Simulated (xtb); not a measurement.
C4H8OSi, SMILES C=C/C=C/[SiH2]O. All values are semi-empirical tight-binding results from xtb (GFN2-xTB unless named), good for trends rather than for accurate numbers. Coordinates come from a GFN2-xTB optimisation. The structure was generated by enumeration; whether it is a known compound was not checked. Other conformers were not sampled.

**Question.** Estimate the properties. (An estimate is asked for; the answer gives what the named calculation found.)

**Answer.** 
- orbital gap: 3.44 eV
- dipole moment: 1.45 D
- zero-point energy: 64.8 kcal/mol
- G − E(el) at 298.15 K (modified RRHO): 44.2 kcal/mol
- static polarisability (D4 model): 82.7 bohr³
- solvation energy, GFN2-xTB/ALPB(water): -3.4 kcal/mol
- solvation energy, GFN2-xTB/ALPB(ether): -7.1 kcal/mol
